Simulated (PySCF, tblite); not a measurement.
Isomers of C7H11FO, one GFN2-xTB conformer each. Single-point energies are computed at PBE0/pcSseg-1 (PySCF, gas phase, no added dispersion term), electronic only.

Task: Rank them by PBE0/pcSseg-1 energy, lowest first (kcal/mol).
A. `[CH3:1][C@@H:2]1[C@H:3]([F:4])[C@:5]12[CH2:6][CH2:7][CH2:8][O:9]2` with C1–C2–C3–F4 -2°, C2–C3–C5–C6 112°, C3–C5–C6–C7 126°, C5–C6–C7–C8 30°
B. `[CH3:1][O:2][C@@H:3]1[CH:4]=[CH:5][CH2:6][CH2:7][C@H:8]1[F:9]` with C1–O2–C3–C4 -166°, O2–C3–C4–C5 -133°, C4–C5–C6–C7 -18°, C5–C6–C7–C8 49°, C6–C7–C8–F9 176°

Result: B (0.0), A (7.1).

As drawn, the lower has a C=C bond outside aromatic rings, which the higher lacks; the higher has a three-membered ring, which the lower lacks. GFN2-xTB itself gives, in the same order: 3.1, 0.0. GFN2-xTB puts C[C@@H]1[C@H](F)[C@]12CCCO2 lowest instead.

Task: Which frontier levels, dipoles and rotational constants go with these structures?

Result: 
```tsv
SMILES	HOMO (eV, PBE0/pcSseg-1)	LUMO (eV)	dipole (D)	A, B, C (MHz)
CO[C@@H]1C=CCC[C@H]1F	-7.16	0.25	1.24	2569, 1379, 954.9
C[C@@H]1[C@H](F)[C@]12CCCO2	-6.62	1.35	1.78	2762, 1208, 1155
```

Task: What happens when harmonic zero-point energies from GFN2-xTB frequencies are added?

Result: 
```csv
SMILES,ZPE (kcal/mol),electronic (kcal/mol),with ZPE (kcal/mol)
CO[C@@H]1C=CCC[C@H]1F,104.2,0.0,0.0
C[C@@H]1[C@H](F)[C@]12CCCO2,104.8,7.1,7.6
```

The zero-point energies span 0.6 kcal/mol. The order is unchanged.
